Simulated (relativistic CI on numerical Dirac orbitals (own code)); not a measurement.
# Forbidden lines of Sm²⁴⁺

Computed by Dirac-Coulomb-Breit CI, separate exchange-only KLI orbitals for each configuration, QED by a radiative potential, unscaled Slater integrals (own radial code, finite nucleus).

CI space (outside the closed core [Ar] 3d10): 4s2 4p6 4d2, 4s2 4p5 4d3, 4s2 4p6 4d 4f, 4s 4p6 4d3, 4s2 4p5 4d2 4f, 4s 4p6 4d2 4f, 4s2 4p6 4d 5s, 4s2 4p6 4d 5p, 4s2 4p6 4f 5s, 4s2 4p6 4d 5d, 4s2 4p5 4d2 5s, 4s2 4p6 5s 5p, 4s2 4p6 4d 5f, 4s2 4p6 4d 5g, 4s2 4p6 4d 6s, 4s 4p6 4d2 5s, 4s2 4p6 4d 6d, 4s2 4p6 4d 6g, 4s2 4p6 4f2, 4s2 4p5 4f3, 4s 4p6 4f3, 4p6 4d4, 4p5 4d5, 4p5 4d4 4f, 4s2 4p6 4f 5p, 4s2 4p5 4f2 5p, 4s 4p6 4f2 5p, 4s2 4p6 5s2, 4s2 4p5 4f 5s2, 4s 4p6 4f 5s2, 4s2 4p6 5p2, 4s2 4p5 4f 5p2, 4s 4p6 4f 5p2, 4p6 4d3 5s, 4p5 4d4 5s, 4p5 4d3 4f 5s, 4s 4p6 4d 5s2, 4s 4p5 4d 4f 5s2, 4p6 4d 4f 5s2. Double excitations out of closed p, d and f shells are left out; levels of such configurations are missing from the list, as are those of other unlisted configurations, and high levels can miss mixing partners. These lack a partner that the ground configuration has and come out too high: 4s2 4p5 4d2 5s, 4s 4p6 4d2 5s.

| λ vac (Å) | Lower | Upper | Type | A (s⁻¹) | log gf |
| --- | --- | --- | --- | --- | --- |
| 51.701 | 4s2 4p6 4d2 1G_4 [7] | 4s2 4p6 4d 5s 1D_2 [197] | E2 | 1.29e+08 | -3.59 |
| 52.018 | 4s2 4p6 4d2 3P_2 [8] | 4s2 4p6 4d 5s 1D_2 [197] | E2 | 6.26e+07 | -3.90 |
| 90.388 | 4s2 4p6 4d2 1G_4 [7] | 4s2 4p6 4d 4f 3H°_6 [86] | M2 | 4.45e+03 | -7.15 |
| 95.019 | 4s2 4p5 4d3 3I°_7 [40] | 4s2 4p5 4d2 4f 5K_9 [218] | M2 | 3.69e+03 | -7.02 |
| 100.48 | 4s2 4p6 4d2 3F_4 [5] | 4s2 4p5 4d3 3H°_6 [51] | M2 | 1.39e+03 | -7.56 |
| 104.51 | 4s2 4p6 4d2 1G_4 [7] | 4s2 4p5 4d3 3H°_6 [53] | M2 | 9.96e+02 | -7.67 |
| 342.16 | 4s2 4p5 4d3 3H°_5 [39] | 4s2 4p5 4d3 1I°_6 [107] | M1 | 8.45e+03 | -5.71 |
| 343.26 | 4s2 4p5 4d3 3I°_7 [40] | 4s2 4p5 4d3 1I°_6 [107] | M1 | 2.13e+05 | -4.31 |
| 388.45 | 4s2 4p5 4d3 3H°_6 [51] | 4s2 4p5 4d3 1I°_6 [107] | M1 | 7.42e+04 | -4.66 |
| 398.27 | 4s2 4p5 4d3 3H°_6 [53] | 4s2 4p5 4d3 1I°_6 [107] | M1 | 2.24e+04 | -5.16 |
| 484.97 | 4s2 4p5 4d3 3G°_5 [66] | 4s2 4p5 4d3 1I°_6 [107] | M1 | 1.70e+04 | -5.11 |
| 828.16 | 4s2 4p6 4d2 3P_1 [6] | 4s2 4p6 4d2 1S_0 [9] | M1 | 1.32e+04 | -5.87 |
| 1396.0 | 4s2 4p6 4d2 3F_2 [1] | 4s2 4p6 4d2 3P_2 [4] | M1 | 1.39e+03 | -5.69 |
| 1406.6 | 4s2 4p6 4d2 3F_3 [3] | 4s2 4p6 4d2 1G_4 [7] | M1 | 2.70e+03 | -5.14 |
| 1471.7 | 4s2 4p5 4d3 3G°_5 [31] | 4s2 4p5 4d3 3H°_6 [53] | M1 | 1.39e+03 | -5.23 |
| 1656.9 | 4s2 4p5 4d3 5G°_6 [33] | 4s2 4p5 4d3 3H°_6 [53] | M1 | 2.11e+03 | -4.95 |
| 1722.1 | 4s2 4p6 4d2 3P_2 [4] | 4s2 4p6 4d2 3P_2 [8] | M1 | 2.30e+03 | -5.29 |
| 2135.0 | 4s2 4p6 4d2 3F_2 [1] | 4s2 4p6 4d2 3F_3 [3] | M1 | 2.18e+03 | -4.98 |
| 2238.6 | 4s2 4p6 4d2 3F_4 [5] | 4s2 4p6 4d2 1G_4 [7] | M1 | 7.03e+02 | -5.32 |
| 2278.2 | 4s2 4p5 4d3 5G°_6 [22] | 4s2 4p5 4d3 5G°_6 [33] | M1 | 1.24e+03 | -4.90 |

Terms are leading LS components. Brackets give the number of a level in order of energy, since labels repeat. The list gives strong lines, with weight on those to low levels, among the lowest 400 of 7480 levels, so that lines to higher ones, which can be the strongest, are missing. Levels whose partners in the same complex of configurations lie outside the list can be far off, and so can their lines. Rates are taken at the computed energies, electric ones in the length gauge.

At this charge energies of transitions that change n are usually good to better than 1 %, and those within a shell (Δn = 0) to a few per cent. Terms inside the open d or f shell come out 10 to 20 % too wide with unscaled integrals.

LS names give the leading component of a level, which can be under half, so a name can repeat, a term be missing and a line seem to break the LS rules.
